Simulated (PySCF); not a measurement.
CdH2S, SMILES [SH][CdH]. Heavy atoms are numbered as in [CdH:1][SH:3]. Hydrogens are named by the atom that carries them.

The structure is a stationary point at PBE0-D3(BJ)/def2-TZVP. The def2 effective core potentials stand for the cores of Cd; spin–orbit coupling is left out.

The numbers are results of PBE0/def2-TZVPD (PySCF), not measurements.

Mulliken values depend strongly on the basis, most of all with diffuse functions as here. ESP charges are fitted to the potential on shells at 1.4 to 2.0 van der Waals radii. Atomic charges (e), one atom of each kind:

| atom | ESP fit | Mulliken |
|---|---|---|
| Cd1 (CdH) | 0.55 | 0.45 |
| H on Cd1 | -0.24 | -0.07 |
| S3 (SH) | -0.45 | -0.58 |
| H on S3 | 0.14 | 0.20 |
